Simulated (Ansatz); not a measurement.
```yaml
crystal:
  periodic: [false, false, false]
  atoms:
    - {symbol: N, position_ang: [-0.185736, 0.767614, -0.002168]}
    - {symbol: Si, position_ang: [0.171950, -0.764994, -0.359028]}
    - {symbol: F, position_ang: [1.694487, -0.890987, 0.106009]}
    - {symbol: F, position_ang: [-1.007191, -1.916877, 0.689432]}
    - {symbol: H, position_ang: [-0.851598, 1.176356, 0.022742]}
    - {symbol: H, position_ang: [0.157005, 1.705688, -0.237746]}
basis:
  gaussian: {orbitals: ANO-RCC-VTZP}
magnetization: {spin_polarized: true, initial_magnetization: 3}
hamiltonian: {xc: {name: wB97}}
kpoints: {mp_grid: {grid: [2, 2, 2]}}
output: {forces: true}
```

```sh
$ ansatz run in.yaml --threads 2 --pin off --events-out ev --progress --plain --max-ram 22528MiB --backend cpu
```

Task: How does Ansatz answer? (An estimate is asked.)

Result: The calculation gave: The program refused the input.
```
Error: invalid value for `basis.gaussian`: such a run doesn't read kpoints; remove what it names
```
